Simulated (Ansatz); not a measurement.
One change: `C#[C][Al]([OH])[OH]` becomes `[OH][Al]([OH])[SeH]`.

Ansatz, PBE0-D4/def2-TZVP geometries, multiplicity 1. Each molecule was computed in one conformer, which needn't be the lowest.

Scalar relativity is left out up to krypton. Spin–orbit coupling is left out; it splits and shifts lone-pair levels of the heavy atoms by tenths of an eV.

| property | `C#[C][Al]([OH])[OH]` |
| --- | --- |
| zero-point energy (PBE0-D4/def2-TZVP) / kJ/mol | 122.1 |
| HOMO–LUMO gap (PBE0/def2-TZVPP) / eV | 7.67 |
| LUMO energy (PBE/def2-TZVPP) / eV | -1.49 |
| size of the dipole moment (PBE/def2-TZVPP) / D | 1.22 |
| size of the dipole moment (ωB97M-V/def2-TZVPP) / D | 1.30 |
| HOMO–LUMO gap (PBE/def2-TZVPP) / eV | 5.56 |

Q: What does the change do to each property? (Estimate.)

A: Computed: 
| property | `[OH][Al]([OH])[SeH]` | shift |
| --- | --- | --- |
| zero-point energy (PBE0-D4/def2-TZVP) / kJ/mol | 93.5 | -28.6 |
| HOMO–LUMO gap (PBE0/def2-TZVPP) / eV | 6.77 | -0.90 |
| LUMO energy (PBE/def2-TZVPP) / eV | -1.45 | 0.04 |
| size of the dipole moment (PBE/def2-TZVPP) / D | 1.29 | 0.07 |
| size of the dipole moment (ωB97M-V/def2-TZVPP) / D | 1.33 | 0.03 |
| HOMO–LUMO gap (PBE/def2-TZVPP) / eV | 4.77 | -0.79 |

The zero-point energy changes by -28.6 kJ/mol with -3 modes. Dipoles are sizes alone; their direction can turn.
